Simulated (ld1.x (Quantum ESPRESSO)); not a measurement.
## rhenium (Re): RRKJ pseudisation with LDA (PZ), scalar-relativistic reference atom.

Input for ld1.x (Quantum ESPRESSO) 7.5:

```
&input
   title='Re', zed=75., rel=1, dft='PZ', iswitch=3,
   config='[Xe] 4f14 5d5 6s0.5 6p0',
   nld=3, rlderiv=3.05, eminld=-3.0, emaxld=5.0, deld=0.02
 /
 &inputp
   pseudotype=2, tm=.false., rho0=0.01, lloc=0,
   nlcc=.true., rcore=1.30,
   file_pseudopw='Re.UPF', file_wfcaegen='ae.wfc', file_wfcncgen='nc.wfc', file_beta='beta', file_chi='chi'
 /
3
6P  2  1   0.00   0.00  2.80  2.80  0.0
5D  3  2   5.00   0.00  2.10  2.10  0.0
6S  1  0   0.50   0.00  2.10  2.10  0.0
 &test
   configts(1)='5d5 6s0.5 6p0'
 /
```

Command:

```bash
ld1.x < Re.in > Re.out
```

Resulting log (shortened: banner, matrices, multipoles, cross overlaps and the repeated all-electron block are left out):

```
Program LD1 v.7.5
     --------------------------- All-electron run ----------------------------

     Re
     scalar relativistic calculation

     atomic number is 75.00
     dft =PZ   lsd =0 sic =0 latt =0  beta=0.20 tr2=1.0E-14
     Exchange-correlation= PZ
                           (   1   1   0   0   0   0   0)
     mesh =1275 r(mesh) = 100.23444 a.u. xmin = -7.00 dx = 0.01250
     1 Ry =  13.60569312 eV, c = 137.03599908

     n l     nl                  e(Ry)          e(Ha)          e(eV)
     1 0     1S 1( 2.00)     -5263.9819     -2631.9909    -71620.1218
     2 0     2S 1( 2.00)      -913.5016      -456.7508    -12428.8220
     2 1     2P 1( 6.00)      -797.5780      -398.7890    -10851.6011
     3 0     3S 1( 2.00)      -212.1462      -106.0731     -2886.3956
     3 1     3P 1( 6.00)      -177.9714       -88.9857     -2421.4246
     4 0     4S 1( 2.00)       -44.9312       -22.4656      -611.3204
     4 1     4P 1( 6.00)       -33.7177       -16.8588      -458.7521
     3 2     3D 1(10.00)      -139.1744       -69.5872     -1893.5647
     5 0     5S 1( 2.00)        -7.1795        -3.5897       -97.6820
     5 1     5P 1( 6.00)        -4.3657        -2.1828       -59.3981
     4 2     4D 1(10.00)       -19.6507        -9.8253      -267.3611
     4 3     4F 1(14.00)        -4.0260        -2.0130       -54.7768
     5 2     5D 1( 5.00)        -1.2769        -0.6385       -17.3731
     6 0     6S 1( 0.50)        -1.2250        -0.6125       -16.6663
     6 1     6P 1( 0.00)        -0.7586        -0.3793       -10.3214

     final scf error:  2.9E-15 reached in  31 iterations

     Etot =  -33363.971917 Ry,  -16681.985959 Ha, -453939.963272 eV

     Ekin =   36868.198743 Ry,   18434.099372 Ha,  501617.398097 eV
     Encl =  -82548.216509 Ry,  -41274.108255 Ha,-1123125.701676 eV
     Eh   =   12956.947453 Ry,    6478.473726 Ha,  176288.250851 eV
     Exc  =    -640.901604 Ry,    -320.450802 Ha,   -8719.910545 eV

     normalization and overlap integrals

     s(1S/1S) =  1.000000  <r> =   0.0180  <r2> =    0.0004  r(max) =   0.0112
     s(2S/2S) =  1.000000  <r> =   0.0763  <r2> =    0.0069  r(max) =   0.0644
     s(2P/2P) =  1.000000  <r> =   0.0684  <r2> =    0.0057  r(max) =   0.0527
     s(3S/3S) =  1.000000  <r> =   0.1976  <r2> =    0.0446  r(max) =   0.1818
     s(3P/3P) =  1.000000  <r> =   0.1980  <r2> =    0.0454  r(max) =   0.1795
     s(4S/4S) =  1.000000  <r> =   0.4408  <r2> =    0.2194  r(max) =   0.4148
     s(4P/4P) =  1.000000  <r> =   0.4689  <r2> =    0.2501  r(max) =   0.4306
     s(3D/3D) =  1.000000  <r> =   0.1793  <r2> =    0.0377  r(max) =   0.1470
     s(5S/5S) =  1.000000  <r> =   1.0349  <r2> =    1.2035  r(max) =   0.9347
     s(5P/5P) =  1.000000  <r> =   1.2068  <r2> =    1.6509  r(max) =   1.0592
     s(4D/4D) =  1.000000  <r> =   0.5002  <r2> =    0.2899  r(max) =   0.4415
     s(4F/4F) =  1.000000  <r> =   0.5805  <r2> =    0.4192  r(max) =   0.4148
     s(5D/5D) =  1.000000  <r> =   1.8166  <r2> =    3.8970  r(max) =   1.4120
     s(6S/6S) =  1.000000  <r> =   2.7610  <r2> =    8.5584  r(max) =   2.4170
     s(6P/6P) =  1.000000  <r> =   3.5243  <r2> =   13.9825  r(max) =   3.0649

     ------------------------ End of All-electron run ------------------------

     --------------------- Generating NC pseudopotential ---------------------

      Generating local pot.: lloc=0, matching radius rcloc =   2.1000

      Computing core charge for nlcc:

       r > 1.31 : true rho core
       r < 1.31 : rho core = a sin(br)/r    a=  11.57  b=   1.96

      Integrated core pseudo-charge :  11.02

      Wfc   6P  rcut= 2.808  Estimated cut-off energy=       21.78 Ry
      This function has    0 nodes for 0 < r <    2.808

      Wfc   5D  rcut= 2.080  Estimated cut-off energy=       54.12 Ry
      This function has    0 nodes for 0 < r <    2.080

     ------------------- End of pseudopotential generation -------------------

     Computing logarithmic derivative in   3.04585
     Computing logarithmic derivative in   3.04585
     Computing the partial wave expansion
       no projector for channel:   0
     R is outside the sphere for l=    1 j= 0.00
     R is outside the sphere for l=    2 j= 0.00

     ---------------------- Testing the pseudopotential ----------------------

     Re
     scalar relativistic calculation

     atomic number is 75.00   valence charge is  7.00
     dft =PZ   lsd =0 sic =0 latt =0  beta=0.20 tr2=1.0E-14
     mesh =1275 r(mesh) = 100.23444 xmin = -7.00 dx = 0.01250

     n l     nl             e AE (Ry)        e PS (Ry)    De AE-PS (Ry)
     3 2     5D   1( 5.00)       -1.27690       -1.27690        0.00000
     1 0     6S   1( 0.50)       -1.22495       -1.22495       -0.00000
     2 1     6P   1( 0.00)       -0.75861       -0.75861        0.00000

     eps = 1.5E-15  iter = 12

     Etot =  -33363.971917 Ry,  -16681.985959 Ha, -453939.963272 eV
     Etotps =   -36.298199 Ry,     -18.149100 Ha,    -493.862159 eV

     Ekin =      18.771320 Ry,       9.385660 Ha,     255.396826 eV
     Encl =     -27.467484 Ry,     -13.733742 Ha,    -373.714158 eV
     Ehrt =      14.375483 Ry,       7.187741 Ha,     195.588408 eV
     Ecxc =     -21.599574 Ry,     -10.799787 Ha,    -293.877176 eV
     (Ecc =     -15.449718 Ry,      -7.724859 Ha,    -210.204119 eV)
     Epseu=     -20.377944 Ry,     -10.188972 Ha,    -277.256058 eV

     ---------------------- End of pseudopotential test ----------------------
```

Generation and configuration tests took about 1.8 s on one core of a shared server CPU.

Transferability test of the new file with ld1.x, input:

```
&input
   title='Re', zed=75., rel=1, dft='PZ', iswitch=2,
   config='[Xe] 4f14 5d5 6s0.5 6p0'
 /
 &test
   file_pseudo='Re.UPF', nconf=10,
   configts(1)='5d5 6s0.5 6p0',
   configts(2)='5d5 6s2 6p0',
   configts(3)='5d5 6s1 6p0',
   configts(4)='5d5 6s0 6p0',
   configts(5)='5d5 6s0 6p2',
   configts(6)='5d3 6s0 6p0',
   configts(7)='5d5 6s0 6p1',
   configts(8)='5d5 6s1.5 6p0',
   configts(9)='5d5 6s0.5 6p0', lsdts(9)=1,
   configts(10)='5d5 6s2 6p0', lsdts(10)=1
 /
```

```bash
ld1.x < Re.test.in > Re.test.out
```

Pseudopotential blocks of its output, shortened (energy terms left out):

```
     ---------------------- Testing the pseudopotential ----------------------

     n l     nl             e AE (Ry)        e PS (Ry)    De AE-PS (Ry)
     3 2     5D   1( 5.00)       -1.27690       -1.27690        0.00000
     1 0     6S   1( 0.50)       -1.22495       -1.22495       -0.00000
     2 1     6P   1( 0.00)       -0.75861       -0.75861        0.00000

     eps = 2.1E-15  iter = 10

     Etot =  -33363.971917 Ry,  -16681.985959 Ha, -453939.963272 eV
     Etotps =   -36.298199 Ry,     -18.149100 Ha,    -493.862161 eV

     ---------------------- End of pseudopotential test ----------------------

          ---------------------- Testing the pseudopotential ----------------------

     n l     nl             e AE (Ry)        e PS (Ry)    De AE-PS (Ry)
     3 2     5D   1( 5.00)       -0.40955       -0.41065        0.00110
     1 0     6S   1( 2.00)       -0.45293       -0.45234       -0.00058
     2 1     6P   1( 0.00)       -0.10568       -0.10556       -0.00012

     eps = 5.4E-15  iter = 10

     Etot =  -33365.215906 Ry,  -16682.607953 Ha, -453956.888603 eV
     Etotps =   -37.541987 Ry,     -18.770994 Ha,    -510.784759 eV
     dEtot_ae =      -1.243989 Ry
     dEtot_ps =      -1.243788 Ry,   Delta E=      -0.000201 Ry

     ---------------------- End of pseudopotential test ----------------------

          ---------------------- Testing the pseudopotential ----------------------

     n l     nl             e AE (Ry)        e PS (Ry)    De AE-PS (Ry)
     3 2     5D   1( 5.00)       -0.97082       -0.97085        0.00003
     1 0     6S   1( 1.00)       -0.95563       -0.95526       -0.00037
     2 1     6P   1( 0.00)       -0.52681       -0.52666       -0.00015

     eps = 3.3E-15  iter = 10

     Etot =  -33364.516480 Ry,  -16682.258240 Ha, -453947.372430 eV
     Etotps =   -36.842832 Ry,     -18.421416 Ha,    -501.272268 eV
     dEtot_ae =      -0.544563 Ry
     dEtot_ps =      -0.544633 Ry,   Delta E=       0.000070 Ry

     ---------------------- End of pseudopotential test ----------------------

          ---------------------- Testing the pseudopotential ----------------------

     n l     nl             e AE (Ry)        e PS (Ry)    De AE-PS (Ry)
     3 2     5D   1( 5.00)       -1.59690       -1.59764        0.00074
     1 0     6S   1( 0.00)       -1.50236       -1.50323        0.00088
     2 1     6P   1( 0.00)       -0.99823       -0.99874        0.00051

     eps = 9.8E-16  iter =  9

     Etot =  -33363.290564 Ry,  -16681.645282 Ha, -453930.692986 eV
     Etotps =   -35.616444 Ry,     -17.808222 Ha,    -484.586410 eV
     dEtot_ae =       0.681354 Ry
     dEtot_ps =       0.681755 Ry,   Delta E=      -0.000402 Ry

     ---------------------- End of pseudopotential test ----------------------

          ---------------------- Testing the pseudopotential ----------------------

     n l     nl             e AE (Ry)        e PS (Ry)    De AE-PS (Ry)
     3 2     5D   1( 5.00)       -0.62046       -0.62684        0.00639  !
     1 0     6S   1( 0.00)       -0.60662       -0.60720        0.00058
     2 1     6P   1( 2.00)       -0.21443       -0.21411       -0.00032

     eps = 3.3E-15  iter = 23

     Etot =  -33364.477317 Ry,  -16682.238659 Ha, -453946.839585 eV
     Etotps =   -36.803049 Ry,     -18.401525 Ha,    -500.730997 eV
     dEtot_ae =      -0.505400 Ry
     dEtot_ps =      -0.504850 Ry,   Delta E=      -0.000550 Ry

     ---------------------- End of pseudopotential test ----------------------

          ---------------------- Testing the pseudopotential ----------------------

     n l     nl             e AE (Ry)        e PS (Ry)    De AE-PS (Ry)
     3 2     5D   1( 3.00)       -3.39376       -3.44581        0.05206  !
     1 0     6S   1( 0.00)       -2.93301       -2.96385        0.03084  !
     2 1     6P   1( 0.00)       -2.24380       -2.24556        0.00176

     eps = 1.6E-17  iter =  7

     Etot =  -33358.356801 Ry,  -16679.178401 Ha, -453863.565726 eV
     Etotps =   -30.635850 Ry,     -15.317925 Ha,    -416.821980 eV
     dEtot_ae =       5.615116 Ry
     dEtot_ps =       5.662349 Ry,   Delta E=      -0.047233 Ry

     ---------------------- End of pseudopotential test ----------------------

          ---------------------- Testing the pseudopotential ----------------------

     n l     nl             e AE (Ry)        e PS (Ry)    De AE-PS (Ry)
     3 2     5D   1( 5.00)       -1.06973       -1.07369        0.00395
     1 0     6S   1( 0.00)       -1.02762       -1.02793        0.00031
     2 1     6P   1( 1.00)       -0.58668       -0.58620       -0.00048

     eps = 6.9E-15  iter = 18

     Etot =  -33364.082273 Ry,  -16682.041136 Ha, -453941.464733 eV
     Etotps =   -36.408300 Ry,     -18.204150 Ha,    -495.360150 eV
     dEtot_ae =      -0.110355 Ry
     dEtot_ps =      -0.110100 Ry,   Delta E=      -0.000255 Ry

     ---------------------- End of pseudopotential test ----------------------

          ---------------------- Testing the pseudopotential ----------------------

     n l     nl             e AE (Ry)        e PS (Ry)    De AE-PS (Ry)
     3 2     5D   1( 5.00)       -0.68083       -0.68131        0.00047
     1 0     6S   1( 1.50)       -0.69736       -0.69684       -0.00052
     2 1     6P   1( 0.00)       -0.30748       -0.30732       -0.00016

     eps = 1.6E-15  iter = 10

     Etot =  -33364.929080 Ry,  -16682.464540 Ha, -453952.986134 eV
     Etotps =   -37.255334 Ry,     -18.627667 Ha,    -506.884636 eV
     dEtot_ae =      -0.957163 Ry
     dEtot_ps =      -0.957134 Ry,   Delta E=      -0.000028 Ry

     ---------------------- End of pseudopotential test ----------------------

          ---------------------- Testing the pseudopotential ----------------------

     n l     nl             e AE (Ry)        e PS (Ry)    De AE-PS (Ry)
     3 2     5D   1( 5.00)       -1.35401       -1.35505        0.00104
     1 0     6S   1( 0.50)       -1.28391       -1.28576        0.00185
     2 1     6P   1( 0.00)       -0.79588       -0.79818        0.00230
     3 2     5D   2( 0.00)       -1.11929       -1.11343       -0.00586  !
     1 0     6S   2( 0.00)       -1.08346       -1.08022       -0.00324
     2 1     6P   2( 0.00)       -0.65769       -0.65437       -0.00333

     eps = 7.2E-15  iter = 13

     Etot =  -33364.270408 Ry,  -16682.135204 Ha, -453944.024441 eV
     Etotps =   -36.606852 Ry,     -18.303426 Ha,    -498.061596 eV
     dEtot_ae =      -0.298490 Ry
     dEtot_ps =      -0.308653 Ry,   Delta E=       0.010162 Ry

     ---------------------- End of pseudopotential test ----------------------

          ---------------------- Testing the pseudopotential ----------------------

     n l     nl             e AE (Ry)        e PS (Ry)    De AE-PS (Ry)
     3 2     5D   1( 5.00)       -0.47424       -0.47616        0.00191
     1 0     6S   1( 1.00)       -0.49344       -0.49480        0.00136
     2 1     6P   1( 0.00)       -0.12278       -0.12395        0.00117
     3 2     5D   2( 0.00)       -0.28848       -0.28445       -0.00404
     1 0     6S   2( 1.00)       -0.38399       -0.38119       -0.00280
     2 1     6P   2( 0.00)       -0.08106       -0.08032       -0.00074

     eps = 9.7E-15  iter = 13

     Etot =  -33365.444613 Ry,  -16682.722307 Ha, -453960.000321 eV
     Etotps =   -37.778703 Ry,     -18.889351 Ha,    -514.005439 eV
     dEtot_ae =      -1.472696 Ry
     dEtot_ps =      -1.480504 Ry,   Delta E=       0.007808 Ry

     ---------------------- End of pseudopotential test ----------------------
```
